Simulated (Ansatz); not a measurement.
Program: Ansatz. Geometries: PBE0-D4/def2-TZVP. ΔE: electronic, gas phase. CBS: MP2 limit from def2 TZ/QZ plus the TZ coupled-cluster correction, frozen cores. DFT in def2-TZVPP. B3LYP here is the variant with VWN-RPA as its local correlation; programs differ in this. For Ga outer-core shells are correlated without core-valence functions, which leaves a few kJ/mol of doubt a bond. Scalar relativity is left out up to krypton. Each species was taken in one conformer, which may not be the lowest.

`[NH2][GaH][OH]` + `[OH][Ga]([F])[O][SiH3]` → `[NH2][GaH][O][SiH3]` + `[OH][Ga]([OH])[F]`  (redistribution)

Is it downhill or uphill in electronic energy at CCSD(T)/CBS, and by how much? (Estimate.)

Computed: Downhill: ΔE = -0.07 eV.

What do these levels give: B3LYP-D4, r2SCAN0-D4, B2PLYP, LC-ωPBE, SCS-MP2/def2-QZVPP, HF/CBS(def2)? (An estimate is asked.)

Computed: B3LYP-D4 -0.08, r2SCAN0-D4 -0.09, B2PLYP -0.08, LC-ωPBE -0.08, SCS-MP2/def2-QZVPP -0.07, HF/CBS(def2) -0.06 eV.

Largest T1 diagnostic among the species: 0.014.

Leaving LDA and LC-ωPBE aside and taking each functional with its dispersion term where it has one, the values, not all of them listed here, spread over 0.02 eV, from B97M-V to ωB97X-V.
